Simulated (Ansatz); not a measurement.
A CCSD(T) single point on C3H5NZn.

```yaml
crystal:
  periodic: [false, false, false]
  atoms:
    - {symbol: C, position_ang: [-1.563685, 0.023194, 0.184841]}
    - {symbol: C, position_ang: [-0.693855, -0.547686, -0.642222]}
    - {symbol: C, position_ang: [0.762081, -0.387035, -0.536448]}
    - {symbol: N, position_ang: [1.443080, -0.197736, 0.518133]}
    - {symbol: Zn, position_ang: [2.901932, 2.281427, 1.032214]}
    - {symbol: H, position_ang: [-1.238006, 0.668397, 0.995077]}
    - {symbol: H, position_ang: [-2.631275, -0.114908, 0.067003]}
    - {symbol: H, position_ang: [-1.052449, -1.138147, -1.481258]}
    - {symbol: H, position_ang: [1.314983, -0.432653, -1.478808]}
    - {symbol: H, position_ang: [0.840395, -0.205953, 1.344367]}
basis:
  gaussian: {orbitals: def2-SVP}
correlation: {method: ccsd_t}
```

```sh
$ ansatz run in.yaml --threads 4 --pin off --events-out ev --progress --plain
```

Output of Ansatz, abridged:

```
Functional definition: HF
1133 factors; integrals over basis functions are off by at most 1.5e-3 eV
mean field evaluation 1: about -53014.5235 eV, gradient 3.0e1 eV
mean field evaluation 2: about -53014.6495 eV, gradient 3.0e1 eV
mean field evaluation 4: about -53017.1958 eV, gradient 4.3e0 eV
mean field evaluation 8: about -53017.2575 eV, gradient 7.8e-4 eV
mean field -53017.25747728 eV, -1948.3482759023 hartree, gradient 9.5e-6 eV, S^2 0.000000; 0 other end points of the search recorded, 0 dependent functions left out; unrestricted orbitals would lower it
9 core orbitals not correlated: weight in the atoms' cores, before any rotation towards them, 1.000 or more for the frozen orbitals, at most 0.000 for the correlated occupied ones
reference -53017.25747728 eV, -1948.3482759023 hartree; 21, 21 occupied and 82, 82 virtual orbitals, 1133 factors
second order -24.89590264 eV of doubles, -0.00000000 eV of singles
cycle   1  -24.52387130 eV  change    3.7e-1 eV  update   1.3e-1
cycle   2  -25.32707675 eV  change   -8.0e-1 eV  update   4.7e-2
cycle   3  -25.49284623 eV  change   -1.7e-1 eV  update   2.1e-2
cycle   4  -25.48587435 eV  change    7.0e-3 eV  update   5.3e-3
cycle   5  -25.48777561 eV  change   -1.9e-3 eV  update   2.6e-3
cycle   6  -25.48940046 eV  change   -1.6e-3 eV  update   9.1e-4
cycle   7  -25.48971327 eV  change   -3.1e-4 eV  update   3.9e-4
cycle   8  -25.48967649 eV  change    3.7e-5 eV  update   1.7e-4
cycle   9  -25.48959615 eV  change    8.0e-5 eV  update   7.1e-5
cycle  10  -25.48960645 eV  change   -1.0e-5 eV  update   3.6e-5
perturbative correction -0.90641496 eV, -0.0333101353 hartree
Total energy: -53043.65349869 eV, -1949.3183117972 hartree
```

It took 15 s on 4 threads of a server CPU on a shared host, with 0.67 GiB of host memory at the peak.

Correlation energy per correlated electron: -0.628 eV. T1 diagnostic: 0.0118.
